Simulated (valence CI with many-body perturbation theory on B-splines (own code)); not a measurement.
# Sensitivity of CI+MBPT for Ho LXII

Calculated by configuration interaction combined with many-body perturbation theory (CI+MBPT): four valence electrons over a frozen Dirac-Fock core [He], radial functions for each j: 6 s, 6 p, 5 d, 3 f, 1 g, with the one-electron correlation potential Σ1, the two-electron term Σ2, the three-electron term Σ3, Breit, model QED; selected CI, second order for the rest, scaled by the run's own slope (own B-spline code, finite nucleus).

The last digits are not significant, and no measured levels were compared; by estimate large intervals hold to a few tenths of a per cent, small ones and those within an open d or f shell to about a per cent.

The reference run has the lowest level (2s^2 2p1/2^2) J=0 and an ionisation energy of 14640.9 eV. Its largest variational space holds 9389 state functions.

Levels are named by their leading jj configuration (3d3/2^4 stands for four electrons in 3d with j = 3/2), which in mixed levels can hold well under half, so a name can repeat and another be missing. Letters in brackets count levels of one name in rising energy.

Changed runs:
A. Davidson tolerance 2e-05 → 0.0003; highest l with Σ1, explicit Σ2 and valence Breit (higher l get mean screening factors) 3 → 1
B. hole-hole ladder in Σ2 on → off
C. scale of Σ1 1 → 0.8; screening of Σ1 on → off
D. scale of Σ1 1 → 2 (bad on purpose)

Excitation energies of the reference run in cm⁻¹, and shifts in cm⁻¹:

| Level | Reference | A | B | C | D |
| --- | --- | --- | --- | --- | --- |
| (2s^2 2p1/2 2p3/2) J=1 | 7195590 | -342 | -59 | -270 | +1348 |
| (2s^2 2p1/2 2p3/2) J=2 | 7339250 | -167 | -59 | -270 | +1349 |
| (2s 2p1/2^2 2p3/2) J=2 | 9272850 | +158 | -177 | +223 | -1114 |
| (2s 2p1/2^2 2p3/2) J=1 | 9900480 | +755 | -177 | +223 | -1113 |
| (2s^2 2p3/2^2) J=2 | 14687800 | -324 | -76 | -534 | +2665 |
| (2s^2 2p3/2^2) J=0 | 15128400 | +325 | +29 | -535 | +2674 |
| (2s 2p1/2 2p3/2^2) J=2 [a] | 16266300 | -351 | -242 | -45 | +224 |
| (2s 2p1/2 2p3/2^2) J=3 | 16605400 | -45 | -242 | -45 | +225 |
| (2s 2p1/2 2p3/2^2) J=0 | 17030400 | +523 | -132 | -48 | +240 |
| (2s 2p1/2 2p3/2^2) J=1 [a] | 17192100 | +386 | -236 | -46 | +227 |
| (2s 2p1/2 2p3/2^2) J=2 [b] | 17271900 | +389 | -242 | -46 | +228 |
| (2s 2p1/2 2p3/2^2) J=1 [b] | 17301500 | +749 | -138 | -47 | +233 |
| Ionisation energy (eV) | 14640.9 | -0.13 | -0.0076 | -0.098 | +0.48 |
